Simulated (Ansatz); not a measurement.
One change: `[NH2][InH][CH2][SeH]` becomes `C[CH2][InH][NH2]`.

Ansatz, PBE0-D4/def2-TZVP geometries, multiplicity 1. Each molecule was computed in one conformer, which needn't be the lowest.

Elements past krypton have def2 core potentials. Scalar relativity is left out up to krypton. Spin–orbit coupling is left out; it splits and shifts lone-pair levels of the heavy atoms by tenths of an eV.

```
                                                                                  property  `[NH2][InH][CH2][SeH]`
                                        size of the dipole moment (ωB97M-V/def2-TZVPP) / D                    1.64
                                                       HOMO energy (B3LYP/def2-TZVPP) / eV                   -6.09
ideal-gas entropy at 298 K and 1 bar (rigid rotor, harmonic PBE0-D4/def2-TZVP) / J/(mol·K)                     391
                                          size of the dipole moment (B3LYP/def2-TZVPP) / D                    1.58
                                                       LUMO energy (B3LYP/def2-TZVPP) / eV                   -1.23
                                                       HOMO–LUMO gap (PBE/def2-TZVPP) / eV                    3.51
```

Task: What does the change do to each property? (Best estimate.)

Result: Ansatz gave: 
```json
{"property": "size of the dipole moment (ωB97M-V/def2-TZVPP) / D", "`C[CH2][InH][NH2]`": "0.60", "shift": "-1.04"}
{"property": "HOMO energy (B3LYP/def2-TZVPP) / eV", "`C[CH2][InH][NH2]`": "-6.48", "shift": "-0.39"}
{"property": "ideal-gas entropy at 298 K and 1 bar (rigid rotor, harmonic PBE0-D4/def2-TZVP) / J/(mol·K)", "`C[CH2][InH][NH2]`": "367", "shift": "-24"}
{"property": "size of the dipole moment (B3LYP/def2-TZVPP) / D", "`C[CH2][InH][NH2]`": "0.68", "shift": "-0.90"}
{"property": "LUMO energy (B3LYP/def2-TZVPP) / eV", "`C[CH2][InH][NH2]`": "-0.99", "shift": "0.24"}
{"property": "HOMO–LUMO gap (PBE/def2-TZVPP) / eV", "`C[CH2][InH][NH2]`": "4.00", "shift": "0.49"}
```

With PBE0 the HOMO falls by 0.40 eV and the LUMO rises by 0.25 eV, so the gap widens by about 0.65 eV. PBE moves the HOMO by -0.23 eV and ωB97M-V by -0.65 eV. The zero-point energy changes by 78.5 kJ/mol with +6 modes. Dipoles are sizes alone; their direction can turn. Modes under 60 cm⁻¹, often nearly free rotors, make the harmonic entropy too high.

Positive LUMOs are unbound, so they and the gaps depend on the basis.

B3LYP here is the variant with VWN-RPA as its local correlation; programs differ in this.
